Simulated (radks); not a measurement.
Values are calculated unless marked as measured or tabulated.
Problem. Level of theory: scalar-relativistic Kohn-Sham, LDA (Slater exchange, VWN5 correlation), spin-polarised, spherical densities, finite nucleus; open shells are filled with parallel spins first (spin-orbit coupling, left out, can overturn this in heavy ions); Fermi nuclear charge, rms radius of each element as measured or else 0.836 A^(1/3) + 0.57 fm (a radial shooting solver on a logarithmic mesh with Libxc functionals). Response by self-consistent Sternheimer equations with the Hartree and adiabatic LDA kernel, the relativistic mass of each level held fixed and spin-orbit coupling left out. For heavy and open-shell atoms this level of theory can miss by tens of per cent. Estimate the static dipole polarisabilities of Ne ([Ne]) and Mg3+ ([He] 2s2 2p5) and the C6 coefficients of the three pairs.

Solution. alpha = 3.055 and 0.3623 bohr^3; C6 = 7.403 (Ne-Ne), 1.397 (Ne-Mg3+), 0.3363 (Mg3+-Mg3+) hartree bohr^6.
